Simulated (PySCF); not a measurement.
C3H9ClGe, charge +1, doublet, at a GFN2-xTB geometry (a state made from the parent by changing its charge; the spin is typed, not shown lowest), with bond 7-1 at 1.3 times its length; R2SCAN/STO-3G run with PySCF.

Here is a job for PySCF.
```python
from pyscf import gto, scf, dft

mol = gto.M(
    atom='''
C    -0.79832836    1.63350543   -1.14258380
Ge   -0.07027058    0.02770126   -0.23231321
C     1.63686824   -0.80349619   -1.04529117
C    -1.24063450   -1.67354742   -0.27864399
Cl    0.35549585    0.40607379    1.79514818
H    -1.01299556    1.42270273   -2.18754246
H    -1.98936042    2.04872650   -0.49864314
H    -0.07725723    2.44795046   -1.08345391
H     1.96700529   -1.62399928   -0.41633254
H     1.40104496   -1.13936210   -2.04979491
H     2.36268877    0.00504959   -1.05426793
H    -1.35645007   -1.97312739   -1.31512114
H    -2.18838683   -1.37102865    0.15826585
H    -0.76334571   -2.44955723    0.31110930
''',
    basis='sto-3g',
    charge=1,
    spin=1,
    verbose=4,
)

mf = dft.UKS(mol)
mf.xc = 'r2scan'
mf.DIIS = scf.EDIIS
mf.kernel()
mf.analyze()
```

The log (banner, timings and long lists left out):

```
PySCF version 2.14.0

[INPUT] verbose = 4
[INPUT] num. atoms = 14
[INPUT] num. electrons = 75
[INPUT] charge = 1
[INPUT] spin (= nelec alpha-beta = 2S) = 1
[INPUT] symmetry False subgroup None
[INPUT] Mole.unit = angstrom
[INPUT] Symbol           X                Y                Z      unit          X                Y                Z       unit  Magmom
[...]
nuclear repulsion = 478.713115188475
number of shells = 31
number of NR pGTOs = 153
number of NR cGTOs = 51
basis = sto-3g
ecp = {}

******** <class 'pyscf.dft.uks.UKS'> ********
method = UKS
initial guess = minao
damping factor = 0
level_shift factor = 0
DIIS = <class 'pyscf.scf.diis.EDIIS'>
diis_start_cycle = 1
diis_space = 8
diis_damp = 0
SCF conv_tol = 1e-09
SCF conv_tol_grad = None
SCF max_cycles = 50
direct_scf = True
direct_scf_tol = 1e-13
number electrons alpha = 38  beta = 37
XC library pyscf.dft.libxc version 7.1.2
    S. Lehtola, C. Steigemann, M. J. T. Oliveira, and M. A. L. Marques,  SoftwareX 7, 1–5 (2018)
XC functionals = r2scan
    J. W. Furness, A. D. Kaplan, J. Ning, J. P. Perdew, and J. Sun,  J. Phys. Chem. Lett. 11, 8208–8215 (2020)
    J. W. Furness, A. D. Kaplan, J. Ning, J. P. Perdew, and J. Sun,  J. Phys. Chem. Lett. 11, 9248–9248 (2020)
    J. W. Furness, A. D. Kaplan, J. Ning, J. P. Perdew, and J. Sun,  J. Phys. Chem. Lett. 11, 8208–8215 (2020)
    J. W. Furness, A. D. Kaplan, J. Ning, J. P. Perdew, and J. Sun,  J. Phys. Chem. Lett. 11, 9248–9248 (2020)
radial grids:
    Treutler-Ahlrichs [JCP 102, 346 (1995); DOI:10.1063/1.469408] (M4) radial grids

becke partition: Becke, JCP 88, 2547 (1988); DOI:10.1063/1.454033
pruning grids: <function nwchem_prune>
grids dens level: 3
symmetrized grids: False
atomic radii adjust function: <function treutler_atomic_radii_adjust>
small_rho_cutoff = 0
Set gradient conv threshold to 3.16228e-05
tot grids = 170152
init E= -2623.80176587125

cycle= 1 E= -2626.22563007264  delta_E= -2.42  |g|= 0.274  |ddm|= 2.97
cycle= 2 E= -2625.58329467912  delta_E= 0.642  |g|= 0.949  |ddm|= 1.72
cycle= 3 E= -2626.11535034576  delta_E= -0.532  |g|= 0.426  |ddm|= 1.85
cycle= 4 E= -2626.18533976793  delta_E= -0.07  |g|= 0.33  |ddm|= 1.31
cycle= 5 E= -2626.24317260367  delta_E= -0.0578  |g|= 0.26  |ddm|= 0.371
cycle= 6 E= -2626.24317261042  delta_E= -6.75e-09  |g|= 0.26  |ddm|= 4.47e-08
cycle= 7 E= -2626.24317261268  delta_E= -2.27e-09  |g|= 0.26  |ddm|= 4.34e-08
cycle= 8 E= -2626.24317261313  delta_E= -4.42e-10  |g|= 0.26  |ddm|= 2.84e-08
cycle= 9 E= -2626.24317261105  delta_E= 2.07e-09  |g|= 0.26  |ddm|= 2.13e-08
cycle= 10 E= -2626.24317261081  delta_E= 2.44e-10  |g|= 0.26  |ddm|= 4.06e-09

cycle= 11 E= -2625.00955427372  delta_E= 1.23  |g|= 1.46  |ddm|= 2.02
cycle= 12 E= -2625.91136743964  delta_E= -0.902  |g|= 0.607  |ddm|= 2.37
cycle= 13 E= -2626.00733068926  delta_E= -0.096  |g|= 0.534  |ddm|=  1.8
cycle= 14 E= -2626.21827843994  delta_E= -0.211  |g|= 0.321  |ddm|= 0.866
cycle= 15 E= -2626.21827844878  delta_E= -8.84e-09  |g|= 0.321  |ddm|= 7.03e-08
cycle= 16 E= -2626.21827845057  delta_E= -1.79e-09  |g|= 0.321  |ddm|= 1.23e-08
cycle= 17 E= -2626.21827844904  delta_E= 1.53e-09  |g|= 0.321  |ddm|= 6.93e-08
cycle= 18 E= -2626.21827844983  delta_E= -7.98e-10  |g|= 0.321  |ddm|= 3.98e-09
cycle= 19 E= -2626.21827844977  delta_E= 6.46e-11  |g|= 0.321  |ddm|= 4.4e-09

cycle= 20 E= -2617.06889137785  delta_E= 9.15  |g|= 4.97  |ddm|= 4.13
cycle= 21 E= -2624.73893442366  delta_E= -7.67  |g|= 1.28  |ddm|= 4.58
cycle= 22 E= -2624.06385426041  delta_E= 0.675  |g|= 1.26  |ddm|= 3.33
cycle= 23 E= -2625.74921263498  delta_E= -1.69  |g|= 0.743  |ddm|= 3.14
cycle= 24 E= -2625.74921270593  delta_E= -7.09e-08  |g|= 0.743  |ddm|= 1.57e-07
cycle= 25 E= -2625.74921270927  delta_E= -3.35e-09  |g|= 0.743  |ddm|= 2.74e-08
cycle= 26 E= -2625.74921270672  delta_E= 2.55e-09  |g|= 0.743  |ddm|= 1.3e-08
cycle= 27 E= -2625.74921271755  delta_E= -1.08e-08  |g|= 0.743  |ddm|= 3.28e-08
[...]
SCF not converged.
Total Energy =                       -2618.976983544242103
[...]
Two-electron Coulomb Energy =         1686.296457871857911
DFT Exchange-Correlation Energy =     -128.013942940371521
**** MO energy ****
                             alpha | beta                alpha | beta
[...]
To work with the spin densities directly, `use mulliken_meta_spin()` only printing them here.

 ** Mulliken spin pop alpha/beta on meta-lowdin orthogonal AOs **
 ** Mulliken Spin Density (per AO)  **
spin_pop of  0 C 1s        0.00000
spin_pop of  0 C 2s        0.07124
spin_pop of  0 C 2px      -0.00174
spin_pop of  0 C 2py      -0.00142
spin_pop of  0 C 2pz       0.00827
spin_pop of  1 Ge 1s        0.00000
spin_pop of  1 Ge 2s        0.00000
spin_pop of  1 Ge 3s        0.00000
spin_pop of  1 Ge 4s        0.00637
spin_pop of  1 Ge 2px       0.00000
spin_pop of  1 Ge 2py       0.00000
spin_pop of  1 Ge 2pz       0.00000
spin_pop of  1 Ge 3px       0.00001
spin_pop of  1 Ge 3py       0.00003
spin_pop of  1 Ge 3pz       0.00000
spin_pop of  1 Ge 4px       0.01974
spin_pop of  1 Ge 4py       0.06164
spin_pop of  1 Ge 4pz       0.00521
spin_pop of  1 Ge 3dxy      0.00002
spin_pop of  1 Ge 3dyz      0.00000
spin_pop of  1 Ge 3dz^2     0.00000
spin_pop of  1 Ge 3dxz      0.00000
spin_pop of  1 Ge 3dx2-y2    0.00000
spin_pop of  2 C 1s        0.00000
spin_pop of  2 C 2s        0.00139
spin_pop of  2 C 2px      -0.00387
spin_pop of  2 C 2py       0.07784
spin_pop of  2 C 2pz      -0.00041
spin_pop of  3 C 1s        0.00002
spin_pop of  3 C 2s        0.04210
spin_pop of  3 C 2px       0.17549
spin_pop of  3 C 2py       0.30798
spin_pop of  3 C 2pz      -0.01720
spin_pop of  4 Cl 1s        0.00000
spin_pop of  4 Cl 2s        0.00000
spin_pop of  4 Cl 3s       -0.00001
spin_pop of  4 Cl 2px       0.00000
spin_pop of  4 Cl 2py       0.00002
spin_pop of  4 Cl 2pz       0.00000
spin_pop of  4 Cl 3px       0.01294
spin_pop of  4 Cl 3py       0.04205
spin_pop of  4 Cl 3pz       0.00026
spin_pop of  5 H 1s        0.05150
spin_pop of  6 H 1s        0.00568
spin_pop of  7 H 1s        0.02821
spin_pop of  8 H 1s        0.03430
spin_pop of  9 H 1s        0.00169
spin_pop of  10 H 1s        0.02649
spin_pop of  11 H 1s        0.05174
spin_pop of  12 H 1s       -0.00434
spin_pop of  13 H 1s       -0.00327
 ** Mulliken Spin Density (per atom)  **
spin density of  0 C =      0.07636
spin density of  1 Ge =      0.09303
spin density of  2 C =      0.07494
spin density of  3 C =      0.50839
spin density of  4 Cl =      0.05526
spin density of  5 H =      0.05150
spin density of  6 H =      0.00568
spin density of  7 H =      0.02821
spin density of  8 H =      0.03430
spin density of  9 H =      0.00169
spin density of  10 H =      0.02649
spin density of  11 H =      0.05174
spin density of  12 H =     -0.00434
spin density of  13 H =     -0.00327
 ** Mulliken pop alpha/beta on meta-lowdin orthogonal AOs **
 ** Mulliken pop       alpha | beta **
In total            38.00000 | 37.00000
 ** Mulliken atomic charges   ( Nelec_alpha | Nelec_beta ) **
charge of  0C =      2.90209  (     1.58713      1.51078 )
charge of  1Ge =     -3.59719  (    17.84511     17.75208 )
charge of  2C =      0.48434  (     2.79530      2.72036 )
charge of  3C =     -0.94887  (     3.72863      3.22024 )
charge of  4Cl =     -0.90324  (     8.97925      8.92399 )
charge of  5H =      0.64028  (     0.20561      0.15411 )
charge of  6H =      0.96108  (     0.02230      0.01662 )
charge of  7H =      0.46333  (     0.28244      0.25423 )
charge of  8H =      0.15588  (     0.43921      0.40491 )
charge of  9H =      0.14693  (     0.42738      0.42569 )
charge of  10H =      0.15846  (     0.43401      0.40752 )
charge of  11H =      0.21331  (     0.41922      0.36748 )
charge of  12H =      0.17549  (     0.41009      0.41443 )
charge of  13H =      0.14810  (     0.42432      0.42758 )

WARN: System has nonzero charge 1; the dipole moment is origin-dependent.
Location of origin: [0. 0. 0.]

Dipole moment(X, Y, Z, Debye): -15.05944, 37.92217, -36.09841
```

The run did not converge; its last values are not results.
